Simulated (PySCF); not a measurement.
The vertical singlet excitations below were computed for one of the candidates. Computed with TDDFT wB97X-D/def2-SVPD, vertical, gas phase, core orbitals frozen in the response (PySCF). Geometries: PBE0-D3(BJ)/def2-SVP, one conformer each.

```tsv
state	E (eV)	λ (nm)	f
S1	4.51	274.6	0.0000
S2	7.24	171.2	0.029
S3	8.00	155.0	0.0012
S4	8.23	150.6	0.016
S5	8.31	149.1	0.0049
S6	8.46	146.6	0.043
```

Task: Which candidate is it? All have the formula C6H12O.
A. `CC(=O)CC(C)C`
B. `C/C=C(\C)COC`
C. `C=CO[C@H](C)CC`

Result: A. Its S1, at 4.51 eV, is the lowest among the candidates; the nearest of the others has S1 at 6.73 eV. S1 is HOMO→LUMO (96%). S1 has the pattern of n→π* at C=O. At the same level the other candidates give, for their lowest levels:
- `C/C=C(\C)COC`: 6.94 eV (f 0.017); 6.99 eV (f 0.006); 7.07 eV (f 0.445); 7.57 eV (f 0.033); 7.78 eV (f 0.012); T1 4.36 eV; HOMO -8.77, LUMO 2.14 eV
- `C=CO[C@H](C)CC`: 6.73 eV (f 0.049); 6.92 eV (f 0.214); 7.16 eV (f 0.037); 7.86 eV (f 0.005); 8.02 eV (f 0.027); HOMO -8.44, LUMO 2.32 eV

The values belong to the conformer `[CH3:1][C:2](=[O:3])[CH2:4][CH:5]([CH3:6])[CH3:7]`: C1–C2–C4–C5 -164°, C2–C4–C5–C6 68°.
Triplets come from the Tamm–Dancoff approximation.
